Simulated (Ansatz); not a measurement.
RbF2⁻. Total charge -1; triplet. Geometry r2SCAN-D4/def2-TZVPD.

```xyz
3

Rb   -0.001    0.000    0.001
F     2.035    0.483    1.399
F    -2.035   -0.483   -1.401
```

In the def2 sets Rb takes a core potential; there is no spin–orbit coupling. HSE06 is defined as in plane-wave codes, on full-range PBE exchange. At PBE-D4/def2-TZVPD, BLYP-D4/def2-TZVPD, r2SCANh-D4/def2-TZVPD, PBE0-D4/def2-TZVPD and others the highest occupied level of the charge -1 triplet lies above zero (up to 1.31 eV). The electron is either unbound and held by the finite basis, or the level is raised by self-interaction error. At PBE0-D4/def2-TZVPD a singlet of charge -1 lies 4.25 eV below the triplet, each at its own geometry. The structure comes from a short search, and lower isomers may exist.

Estimate the α-spin orbital energies around the gap (eV) in Ansatz with PBE-D4/def2-TZVPD, BLYP-D4/def2-TZVPD, r2SCANh-D4/def2-TZVPD, PBE0-D4/def2-TZVPD, HSE06-D4/def2-TZVPD.


| orbital | PBE-D4/def2-TZVPD | BLYP-D4/def2-TZVPD | r2SCANh-D4/def2-TZVPD | PBE0-D4/def2-TZVPD | HSE06-D4/def2-TZVPD |
| --- | --- | --- | --- | --- | --- |
| HOMO−9 | -12.08 | -11.82 | -13.25 | -13.85 | -13.43 |
| HOMO−8 | -12.08 | -11.82 | -13.25 | -13.85 | -13.43 |
| HOMO−7 | -11.98 | -11.72 | -13.16 | -13.84 | -13.42 |
| HOMO−6 | -5.96 | -5.83 | -7.50 | -8.37 | -7.95 |
| HOMO−5 | -5.47 | -5.34 | -6.99 | -7.81 | -7.40 |
| HOMO−4 | -4.66 | -4.56 | -6.01 | -6.90 | -6.49 |
| HOMO−3 | -4.66 | -4.56 | -6.01 | -6.90 | -6.49 |
| HOMO−2 | -4.61 | -4.52 | -5.97 | -6.86 | -6.44 |
| HOMO−1 | -4.61 | -4.52 | -5.97 | -6.86 | -6.44 |
| HOMO | 1.13 | 1.31 | 1.05 | 0.84 | 1.10 |
| LUMO | 1.70 | 1.92 | 1.85 | 1.94 | 1.70 |
| LUMO+1 | 1.70 | 1.92 | 1.85 | 1.94 | 1.70 |
| LUMO+2 | 2.00 | 2.17 | 2.12 | 2.24 | 2.00 |
| LUMO+3 | 2.00 | 2.17 | 2.13 | 2.24 | 2.01 |
| LUMO+4 | 2.27 | 2.45 | 2.48 | 2.51 | 2.29 |
| LUMO+5 | 2.30 | 2.46 | 2.51 | 2.51 | 2.30 |
| β HOMO | -4.26 | -4.17 | -4.21 | -4.45 | -4.13 |
| β LUMO | -3.81 | -3.69 | -3.37 | -3.10 | -3.41 |
